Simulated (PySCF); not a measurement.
Working out the ionisation energy of Ne²⁺

Ne²⁺ [He] 2s2 2p4 (3P) → Ne³⁺ [He] 2s2 2p3 (4S). Computed with PySCF 2.14 in x2c-QZVPPall, with scalar relativity by spin-free X2C-1e. Frozen: nothing. Energies in hartree (1 hartree = 27.21139 eV):

```json
{"part": "UHF", "Ne²⁺ (lower)": "-126.519992", "Ne³⁺ (upper)": "-124.247719"}
{"part": "MP2 opposite-spin", "Ne²⁺ (lower)": "-0.140492", "Ne³⁺ (upper)": "-0.097806"}
{"part": "MP2 same-spin", "Ne²⁺ (lower)": "-0.039674", "Ne³⁺ (upper)": "-0.033306"}
```

What does Hartree-Fock give?

(-124.247719) − (-126.519992) = 2.272273 hartree = 61.832 eV.

What do MP2 and SCS-MP2 (6/5 opposite-spin, 1/3 same-spin) give?

The opposite-spin parts differ by 1.162 eV and the same-spin parts by 0.173 eV. MP2: 61.832 + (1.162) + (0.173) = 63.167 eV. SCS-MP2: 61.832 + 1.2 × (1.162) + (0.173)/3 = 63.284 eV.

A first-order spin-orbit estimate adds 0.038 eV to MP2 (valence and next inner shell), giving 63.205 eV against 63.423 eV (measured; NIST Atomic Spectra Database, ionization energies).

What remains against the reference includes basis incompleteness and correlation beyond second order.
